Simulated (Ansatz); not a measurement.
Geometry optimisation, RKS B3LYP/def2-SVP in Ansatz 0.2.0.

Input:

```yaml
crystal:
  periodic: [false, false, false]
  atoms:
    - { symbol: O, position_ang: [0.58927, 1.42145, 0.34728] }
    - { symbol: C, position_ang: [-0.07017, 0.27013, 0.42258] }
    - { symbol: Si, position_ang: [0.08645, -1.20741, -0.45024] }
    - { symbol: F, position_ang: [-0.71334, -2.57814, -0.15736] }
    - { symbol: H, position_ang: [-0.82056, 0.7847, 1.02277] }
basis:
  gaussian: { orbitals: def2-SVP }
hamiltonian:
  xc: b3lyp
relax:
  f_tol: 0.02
  max_steps: 50
output:
  orbitals: {}
```

Launched with:

```bash
$ ansatz run input.yaml --threads 1 --pin off --max-ram 2048MiB --backend cpu --events-out ev --progress --plain --runs-dir out
```

Question: Where does it end, and by what steps?

Answer: The forces met the threshold. After 20 steps the energy has fallen by 2.845 eV; O1 moved furthest, 1.00 Å. The start is strongly strained (largest force component 10 eV/Å). Joined: O1–Si3.

```csv
step,energy less start (eV),largest force component (eV/Å),accepted
0,0.0000,9.508,yes
1,-1.8059,6.486,yes
2,-2.4707,4.192,yes
3,-2.4646,2.707,no
4,-2.6543,0.705,yes
5,-2.6640,0.348,yes
6,-2.6684,0.117,yes
7,-2.6700,0.147,yes
8,-2.6733,0.196,yes
9,-2.6745,0.427,yes
10,-2.6781,0.276,yes
11,-2.6962,0.395,yes
12,-2.6884,1.908,no
13,-2.7319,0.408,yes
14,-2.7646,0.485,yes
15,-2.8036,1.164,yes
16,-2.8159,1.415,yes
17,-2.8234,0.441,yes
18,-2.8436,0.192,yes
19,-2.8445,0.056,yes
20,-2.8445,0.007,yes
```

```xyz
5
Properties=species:S:1:pos:R:3
O 0.755 0.435 0.444
C -0.482 0.401 0.386
Si -0.020 -0.986 -0.877
F -0.097 -2.236 0.197
H -1.085 1.077 1.034
```

Whether the end is a true minimum wasn't checked by a vibrational analysis.

Run time: 77 s on 1 thread of Arm Neoverse N1, on a shared host, peak memory 0.15 GiB.
